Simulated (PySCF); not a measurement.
C9H9N3, SMILES Cn1cccc1-c1ncccn1.

The structure is a stationary point at B3LYP-D3(BJ)/def2-SVP. The structure was generated by enumeration, and PubChem lists no compound with its InChIKey, so it may never have been made. Other conformers were not sampled.

Vertical ionisation energy (IE) and electron affinity (EA) in eV. Rows of orbital energies are one-electron estimates. Where ΔSCF, EOM or ADC give a negative EA the extra electron is unbound and the value depends on the basis.

```tsv
level	IE	EA
−ε(HOMO), −ε(LUMO), CAM-B3LYP/def2-SVP (PySCF)	6.97	0.01
−ε(HOMO), −ε(LUMO), PBE/def2-SVP (PySCF)	5.01	1.90
```
